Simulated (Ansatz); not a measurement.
A trace of molecular dynamics of Cl3H6NSiZr (12 atoms, charge 0, multiplicity 1).

Level of theory: RHF/def2-SVP (Ansatz).

- ensemble: NVE (velocity Verlet)
- starting velocities drawn for: 300 K
- seed: 11433

| time (fs) | T (K) | potential energy less start (eV) | conserved less start (meV/atom) |
| --- | --- | --- | --- |
| 0 | 300 | 0.000 | 0.00 |
| 4 | 223 | 0.101 | 0.09 |
| 8 | 435 | -0.174 | 0.11 |
| 12 | 546 | -0.315 | 0.23 |
| 16 | 856 | -0.720 | -0.17 |
| 20 | 809 | -0.658 | -0.01 |
| 24 | 831 | -0.683 | 0.32 |
| 28 | 1153 | -1.103 | -0.05 |
| 32 | 1096 | -1.028 | 0.07 |
| 36 | 1322 | -1.324 | -0.28 |
| 40 | 1176 | -1.135 | -0.19 |
| 44 | 1018 | -0.927 | 0.10 |
| 48 | 1278 | -1.265 | -0.01 |
| 52 | 1217 | -1.183 | 0.20 |
| 56 | 1315 | -1.313 | -0.08 |
| 60 | 1016 | -0.924 | 0.19 |
| 64 | 1465 | -1.507 | -0.11 |
| 68 | 1347 | -1.351 | 0.23 |
| 72 | 1495 | -1.545 | -0.04 |
| 76 | 1287 | -1.274 | 0.12 |
| 80 | 1685 | -1.793 | -0.26 |
| 84 | 1696 | -1.807 | -0.17 |
| 88 | 1537 | -1.598 | 0.12 |
| 92 | 1532 | -1.591 | 0.12 |
| 96 | 1758 | -1.886 | -0.08 |
| 100 | 1946 | -2.130 | -0.24 |

Q: Is this trajectory sound?

A: The conserved energy stayed within 0.48 meV per atom of its start (net change -0.24 meV per atom), so the integration is sound. The kinetic energy rose, since the run started high on the potential surface and went downhill. It ends in pieces (Cl3H2NZr + H4Si), so much of that is their flight and rotation, not heat. A run of 0.1 ps of so small a system gives no equilibrium averages. The orbitals stay closed-shell, which can raise the energy where a bond breaks towards radicals; this wasn't checked here. The time step was 0.5 fs.

Time of the run: 8.1 min on 4 threads of Arm Neoverse V1, with other jobs on the host, peak memory 0.46 GiB.
